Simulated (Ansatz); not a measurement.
Isolated molecules relaxed with PBE0-D4/def2-TZVP in Ansatz; ΔE leaves out vibrations. CCSD(T)/CBS adds triple-zeta CCSD(T) − MP2 to the extrapolated MP2 energy (def2 sets, frozen cores). This one scheme is used for every species. Functionals use def2-TZVPP. Elements past krypton have def2 core potentials. For Zr outer-core shells are correlated without core-valence functions, which leaves a few kJ/mol of doubt a bond. Each species was taken in one conformer, which may not be the lowest.

Consider the ligand exchange at a Zr–O bond: `[OH][Zr]([F])([F])[F]` + H₂S → `[F][Zr]([F])([F])[SH]` + H₂O.

`[OH][Zr]([F])([F])[F]`:

Cartesian coordinates in Å:
```
O 1.287 0.126 -0.610
Zr -0.421 -0.045 0.203
F -1.769 0.567 -0.993
F -0.750 -1.869 0.633
F -0.483 0.995 1.797
H 2.136 0.226 -1.030
```

H₂S:

```xyz
3

S     0.575   -0.070   -0.220
H    -0.500   -0.870   -0.158
H    -0.075    0.940    0.378
```

`[F][Zr]([F])([F])[SH]`:

```xyz
6

F     2.054   -1.034    0.078
Zr    0.297   -0.418   -0.236
F     0.066    0.141   -2.029
F    -0.990   -1.764    0.103
S    -0.082    1.469    1.267
H    -1.345    1.607    0.817
```

H₂O:

Z-matrix (Å, degrees):
```
O
H 1 0.960
H 1 0.960 2 105.1
```

```json
{"level": "revPBE-D4", "ΔE (eV)": "0.40"}
{"level": "revPBE", "ΔE (eV)": "0.41"}
{"level": "CCSD(T)/def2-SVP", "ΔE (eV)": "0.73"}
{"level": "HF/def2-QZVPP", "ΔE (eV)": "0.59"}
```

What does CCSD(T)/CBS give? (An estimate is asked.)

Computed: +0.46 eV. The listed levels differ from it by -0.06, -0.05, 0.27, 0.13 eV.

Largest T1 diagnostic among the species: 0.018.

In def2-TZVPP, CCSD(T) changes the Hartree–Fock value by −0.12 eV (the triples alone add −0.04 eV) and MP2 by −0.13 eV. Leaving LDA and LC-ωPBE aside and taking each functional with its dispersion term where it has one, the values, not all of them listed here, spread over 0.19 eV, from revPBE-D4 to CAM-B3LYP-D4. LDA lies +0.04 eV from PBE without D4. At CCSD(T), def2-SVP lies +0.27 eV from the extrapolated value and def2-TZVPP +0.02 eV.
